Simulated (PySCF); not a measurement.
Unknown compound

Molecular formula: CH11O2PSi3. Simulated spectra:

$^{1}$H NMR (500 MHz, computed): δ 5.52 (m, 2H), 5.33 (s, 3H), 5.07 (t, 2H), 3.67 (t, 2H), 1.05 (m, 2H).

$^{13}$C{$^{1}$H} NMR (computed): δ 60.8.

- GFN2-xTB structure
- NMR shieldings at PBE0/pcSseg-1/GIAO
- run in PySCF
- one averaged value for each set of equivalent atoms, a single conformation, isolated molecule, no relativistic terms

Scale: TMS for $^{1}$H and $^{13}$C (reference shieldings calculated alike).

Q: Choose the structure that fits.
A. [SiH3]O[SiH2]OC[SiH2]P
B. [SiH3]O[SiH2]CO[SiH2]P
C. C[SiH2]O[Si@@H](P)O[SiH3]
D. CO[Si@@]([SiH3])(P)O[SiH3]
E. CO[Si@H](O[SiH3])[SiH2]P

A: B. 

Carbon types of the structure: 1 × CH2, leaving 9 H on heteroatoms. δC 60.8: sp3 CH2 bonded to O and Si; pulled downfield by the heteroatom. δH 5.52: hydrogen on a silicon bonded to O, P. δH 5.33: hydrogen on a silicon bonded to O. δH 5.07: hydrogen on a silicon bonded to C, O. δH 3.67: hydrogen on an sp3 CH2 bonded to O and Si; its carbon carries O, which withdraws density.

The others: CO[Si@H](O[SiH3])[SiH2]P would give 6 signals for carbon-bound and other non-exchanging H, not 5; C[SiH2]O[Si@@H](P)O[SiH3] would give 6 signals for carbon-bound and other non-exchanging H, not 5; [SiH3]O[SiH2]OC[SiH2]P has carbons computed at 57.0; CO[Si@@]([SiH3])(P)O[SiH3] would give 4 signals for carbon-bound and other non-exchanging H, not 5.

Splittings by $^{31}$P in the carbon and heteronuclear signals aren't shown, as no couplings were computed. Shifts are as computed. Against solution values, carbons near 30 ppm lie about +3 ppm off and those near 130 ppm about +5 ppm. Of 1211 compounds with measured shifts, 218 miss one by over three times the rms of a fit or turn the order of signals round; such compounds aren't used in these exercises. No couplings were computed; multiplicities are counted from neighbouring protons, with m where these are inequivalent, close in shift, in a saturated or five-membered ring or joined by F or P, and br s for small geminal =CH2 splittings.
